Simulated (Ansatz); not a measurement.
C₃H₉ClFMoNO₂, SMILES `C[N]=[Mo]([F])([Cl])([O]C)[O]C`. Charge 0, multiplicity 1. Mo: def2 effective core potential. The structure was optimised at the PBE0-D4/def2-TZVP level. It is one conformer, not always the lowest.

```xyz
18

C     1.113   -1.062   -2.258
N     0.627   -0.652   -1.002
Mo    0.427   -0.287    0.665
F     1.749   -1.549    1.086
Cl    0.608    0.152    3.022
O    -1.327   -0.776    0.882
C    -2.302   -1.242   -0.015
O     0.615    1.544    0.392
C     0.609    2.649    1.271
H     0.331   -1.568   -2.833
H     1.953   -1.754   -2.123
H     1.458   -0.193   -2.830
H    -1.885   -1.367   -1.019
H    -3.124   -0.522   -0.051
H    -2.682   -2.201    0.345
H     0.669    3.547    0.650
H    -0.303    2.671    1.870
H     1.464    2.609    1.948
```

Task: What is the dipole moment at r2SCAN/def2-TZVPP? (Best estimate.)

Result: Computed: 6.18 D, with components (-2.11, 0.30, -5.80) D in this frame, pointing from negative to positive charge.

Task: And with PBE, B3LYP, ωB97M-V? (An estimate is asked.)

Result: Computed: PBE 5.98 D, B3LYP 6.25 D, ωB97M-V 6.47 D.

Task: Give the Mulliken charges with r2SCAN, ωB97M-V, PBE in def2-TZVPP. (An estimate is asked.)

Result: Computed: 
```json
{"atom": "C1", "r2SCAN": "-0.01", "ωB97M-V": "-0.19", "PBE": "-0.14"}
{"atom": "N2", "r2SCAN": "-0.47", "ωB97M-V": "-0.43", "PBE": "-0.38"}
{"atom": "Mo3", "r2SCAN": "1.41", "ωB97M-V": "1.33", "PBE": "1.18"}
{"atom": "F4", "r2SCAN": "-0.39", "ωB97M-V": "-0.39", "PBE": "-0.35"}
{"atom": "Cl5", "r2SCAN": "-0.39", "ωB97M-V": "-0.35", "PBE": "-0.35"}
{"atom": "O6", "r2SCAN": "-0.42", "ωB97M-V": "-0.41", "PBE": "-0.35"}
{"atom": "C7", "r2SCAN": "0.03", "ωB97M-V": "-0.14", "PBE": "-0.10"}
{"atom": "O8", "r2SCAN": "-0.45", "ωB97M-V": "-0.44", "PBE": "-0.38"}
{"atom": "C9", "r2SCAN": "0.04", "ωB97M-V": "-0.17", "PBE": "-0.11"}
{"atom": "H10", "r2SCAN": "0.06", "ωB97M-V": "0.12", "PBE": "0.10"}
{"atom": "H11", "r2SCAN": "0.08", "ωB97M-V": "0.14", "PBE": "0.12"}
{"atom": "H12", "r2SCAN": "0.08", "ωB97M-V": "0.14", "PBE": "0.12"}
{"atom": "H13", "r2SCAN": "0.05", "ωB97M-V": "0.10", "PBE": "0.09"}
{"atom": "H14", "r2SCAN": "0.07", "ωB97M-V": "0.13", "PBE": "0.11"}
{"atom": "H15", "r2SCAN": "0.08", "ωB97M-V": "0.14", "PBE": "0.12"}
{"atom": "H16", "r2SCAN": "0.06", "ωB97M-V": "0.12", "PBE": "0.10"}
{"atom": "H17", "r2SCAN": "0.08", "ωB97M-V": "0.14", "PBE": "0.12"}
{"atom": "H18", "r2SCAN": "0.08", "ωB97M-V": "0.14", "PBE": "0.12"}
```

B3LYP here is the variant with VWN-RPA as its local correlation; programs differ in this.
